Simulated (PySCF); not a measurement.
# Static response to an electric field

C3H14OSi3.
Geometry (PBE0-D3(BJ)/def2-SVP, Å), atoms numbered from 1 in this order:
```
atom  x, y, z in Å
C1     2.9320   -0.4631   -0.4702
C2     1.5162   -0.7644   -0.0477
O3     0.7289    0.3703   -0.3061
C4    -0.6570    0.2906    0.0389
Si5   -1.3077    1.9907   -0.5294
Si6   -0.9591    0.1319    1.9213
Si7   -1.6000   -1.0635   -0.9308
H8     3.5859   -1.3272   -0.2805
H9     3.3229    0.4009    0.0870
H10    2.9683   -0.2239   -1.5430
H11    1.4784   -1.0284    1.0287
H12    1.1264   -1.6435   -0.6012
H13   -1.0908    2.1350   -1.9997
H14   -0.5663    3.0679    0.1908
H15   -2.7672    2.1099   -0.2313
H16   -0.6423   -1.2327    2.4468
H17   -2.4061    0.3991    2.1838
H18   -0.1195    1.1313    2.6489
H19   -1.2176   -0.9991   -2.3741
H20   -1.3178   -2.4416   -0.4206
H21   -3.0659   -0.8117   -0.7837
```

Level: CAM-B3LYP/def2-SVPD (PySCF), static field, nuclei fixed, core orbitals frozen in the response. The polarisability tensor in these axes (au):

```
x   127.55  -3.11   0.34
y    -3.11 123.84   0.67
z     0.34   0.67 123.28
```

**Question.** Diagonalise the tensor; give its mean and Δα, where Δα² is half the sum of the squared differences of the eigenvalues.

**Answer.** Principal values 121.71, 123.64 and 129.32 au; mean 124.89 au = 18.51 Å³ = 20.59 × 10⁻⁴⁰ C²·m²/J; Δα = 6.85 au (5 % of the mean).

**Question.** What is the dipole moment, and where does it point?

**Answer.** (0.55, -0.98, 0.25) D, 1.15 D in size, pointing from the negative to the positive side. Measured along this direction, the outermost atoms are H15 at the negative end and H8 at the positive end.

**Question.** Orientational against electronic polarisability at 273 K (dilute gas, rigid molecules)?

**Answer.** In Gaussian units μ²/3kT = 11.68 Å³ against 18.51 Å³, a ratio of 0.63; the Debye molar polarisation (4π/3)N_A(α + μ²/3kT) is 76.2 cm³/mol, leaving out the vibrational part.

**Question.** Find the Langevin capture rate constant for H3O+ (19.018 u) meeting this molecule (150.035 u), k = 2.342 × 10⁻⁹ cm³/s × √(α in Å³ / reduced mass in u).

**Answer.** The reduced mass is 16.88 u, so k = 2.45 × 10⁻⁹ cm³/s. The formula leaves out the permanent dipole, which adds to the capture rate.

**Question.** Give the eigenvalues of the traceless quadrupole moment Θ = ½Σq(3rr − r²1), origin at the centre of nuclear charge.

**Answer.** -3.48, -1.13, 4.60 D·Å. The values depend on the origin, since the dipole doesn't vanish. The electronic extent ⟨r²⟩ about the same centre is 1637 bohr², a root-mean-square distance of 2.36 Å for the 82 electrons.

Isolated species at its PBE0-D3(BJ)/def2-SVP geometry (one conformer only).

The run behind these numbers computed excited states and ΔSCF ions as well. The run took 8.7 min of wall time (with the writing of density and orbital grids) on Arm Neoverse N1, one thread, no GPU, shared host with 64 logical CPUs at a one-minute load of 63, and the process peaked at 1.3 GiB of memory.
